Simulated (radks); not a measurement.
The numbers below are computed, except where a source is named.
Excited configurations of the gadolinium ion Gd3+: one electron is placed in a higher orbital outside [Xe] 4f6. The ground configuration is [Xe] 4f7. Level of theory: Dirac Kohn-Sham, PBEsol, spin-unpolarised, spherical densities, finite nucleus; open shells fill j = l - 1/2 first; Fermi nuclear charge, rms radius 5.1569 fm (a radial shooting solver on a logarithmic mesh with Libxc functionals). Excitation = E - E(ground); binding = E(ion) - E, where the ion is the core of charge +4; n* = 4/sqrt(2 binding) in atomic units, and the quantum defect is n - n*.

| outer orbital | excitation (eV) | binding (eV) | quantum defect | eigenvalue (eV) | <r> (bohr) |
|---|---|---|---|---|---|
| 5d3/2 | 10.798 | 32.108 | 2.396 | -26.742 | 2.049 |
| 5f5/2 | 28.765 | 14.140 | 1.076 | -11.784 | 4.189 |
| 6s1/2 | 14.590 | 28.316 | 3.227 | -24.879 | 2.996 |
| 6p1/2 | 19.670 | 23.236 | 2.939 | -20.328 | 3.418 |
| 6d3/2 | 27.243 | 15.663 | 2.272 | -13.680 | 4.666 |
| 6f5/2 | 33.537 | 9.368 | 1.179 | -8.108 | 7.323 |
| 7s1/2 | 27.607 | 15.299 | 3.228 | -13.641 | 5.482 |
| 7p1/2 | 29.655 | 13.251 | 2.947 | -11.761 | 6.105 |
| 7d3/2 | 33.108 | 9.798 | 2.286 | -8.646 | 7.828 |
| 7f5/2 | 36.356 | 6.549 | 1.235 | -5.783 | 11.21 |

The Delta-SCF ionisation energy is 42.905 eV (NIST Atomic Spectra Database: 44.4 eV, semi-empirical). Self-interaction in the functional shifts the binding energies and quantum defects, so they are the method's values and not measured ones. Spin polarisation and multiplet splitting are left out, so open shells lie too high by an amount that depends on their filling.

Beside tabulated values, note that spin-unpolarised runs miss the spin-polarisation part of the exchange energy of open shells.
